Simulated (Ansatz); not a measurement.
Abridged output of a molecular run in Ansatz:

```
Functional definition: HF
1334 factors; integrals over basis functions are off by at most 1.5e-3 eV
mean field evaluation 1: about -18838.6448 eV, gradient 6.5e1 eV
mean field evaluation 2: about -18838.8455 eV, gradient 6.5e1 eV
mean field evaluation 4: about -18847.6472 eV, gradient 8.7e0 eV
mean field evaluation 8: about -18847.8678 eV, gradient 1.1e0 eV
mean field evaluation 16: about -18847.8733 eV, gradient 2.7e-6 eV
mean field -18847.87329348 eV, -692.6465679879 hartree, gradient 2.8e-6 eV, S^2 0.000000; 1 other end points of the search recorded, 0 dependent functions left out
9 core orbitals not correlated: weight in the atoms' cores, before any rotation towards them, 1.000 or more for the frozen orbitals, at most 0.000 for the correlated occupied ones
reference -18847.87329348 eV, -692.6465679879 hartree; 23, 23 occupied and 104, 104 virtual orbitals, 1334 factors
second order -32.26941072 eV of doubles, -0.00000000 eV of singles
cycle   1  -29.80600096 eV  change     2.5e0 eV  update   2.9e-1
cycle   2  -31.38815871 eV  change    -1.6e0 eV  update   1.8e-1
cycle   3  -31.76911624 eV  change   -3.8e-1 eV  update   4.1e-2
cycle   4  -31.79357947 eV  change   -2.4e-2 eV  update   1.8e-2
cycle   5  -31.77461439 eV  change    1.9e-2 eV  update   5.6e-3
cycle   6  -31.77624064 eV  change   -1.6e-3 eV  update   2.6e-3
cycle   7  -31.77594359 eV  change    3.0e-4 eV  update   8.6e-4
cycle   8  -31.77515962 eV  change    7.8e-4 eV  update   4.7e-4
cycle   9  -31.77533660 eV  change   -1.8e-4 eV  update   1.7e-4
cycle  10  -31.77556362 eV  change   -2.3e-4 eV  update   1.0e-4
cycle  11  -31.77544895 eV  change    1.1e-4 eV  update   5.3e-5
cycle  12  -31.77535987 eV  change    8.9e-5 eV  update   3.1e-5
cycle  13  -31.77542128 eV  change   -6.1e-5 eV  update   1.1e-5
cycle  14  -31.77540450 eV  change    1.7e-5 eV  update   5.4e-6
perturbative correction -1.51657471 eV, -0.0557330927 hartree
Total energy: -18881.16527269 eV, -693.8700256580 hartree
```

Its atoms:

Z-matrix (Å, degrees):
```
C
O 1 1.407
H 1 1.092 2 108.4
H 1 1.092 2 109.4 3 118.8
H 1 1.092 2 110.7 3 -120.2
W 2 1.846 1 144.7 3 140.2
O 6 1.700 2 112.6 1 120.1
C 6 2.106 2 108.2 1 -124.5
S 6 2.136 2 113.5 1 -7.2
H 8 1.092 6 110.6 2 -177.9
H 8 1.095 6 108.8 2 -58.7
H 8 1.093 6 110.3 2 61.6
```

Problem. Which basis set was used?
A. cc-pV(T+d)Z
B. def2-SVPD
C. def2-TZVPPD
D. def2-SVP

Solution. D. It gives 136 functions.

Problem. Write the keys of the input that set method, charge and spin (a neutral closed shell needs none for the last two).

Solution. 
```yaml
correlation: {method: ccsd_t}
```
